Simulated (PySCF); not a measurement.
Values are calculated unless marked as measured or tabulated.
C2H5F2OSi

C2H5F2OSi is a small molecule (built as: C site whose three back bonds go to OSiH3, F, F; end group CH2), neutral, doublet. The structure, one conformer, was relaxed in the gas phase by PBE0-D3(BJ)/def2-SVP. No frequency run checks that it is a minimum.

SMILES: [CH2]C(F)(F)O[SiH3]

```xyz
11

C    -0.775   -0.245    0.149
O     0.326    0.525    0.044
Si    1.879   -0.005   -0.393
F    -0.957   -0.957   -1.003
F    -0.583   -1.201    1.104
C    -1.981    0.554    0.457
H     2.347   -1.071    0.534
H     2.719    1.213   -0.266
H     1.885   -0.504   -1.795
H    -2.942    0.044    0.524
H    -1.884    1.621    0.655
```
Atoms count from 1 in this order.

EPR values by unrestricted B3LYP, IGLO-III on C F O Si, pcH-1 on H.

Task: Predict g and the largest hyperfine couplings. Where does the spin sit?

Result: g = 2.0021, 2.0023, 2.0028. The spin sits on C6 (109 %, bonded to 1 C + 2 H) by Mulliken populations.
```
atom  isotope  isotropic (MHz)  dipolar, principal values (MHz)
  F5      19F            125.6              -70.1, -66.8, 137.0
  C6      13C             85.7              -81.9, -81.2, 163.1
  F4      19F            100.8              -59.5, -56.3, 115.8
 H11       1H            -68.6                -39.2, -1.3, 40.4
 H10       1H            -65.5                -38.8, -1.9, 40.6
  C1      13C            -37.5                   -2.9, 1.1, 1.8
```

Task: How do the isotropic couplings move with BHandHLYP?

Result: F5 125.6 to 140.1 MHz, C6 85.7 to 112.3 MHz, F4 100.8 to 112.5 MHz, H11 -68.6 to -81.1 MHz.
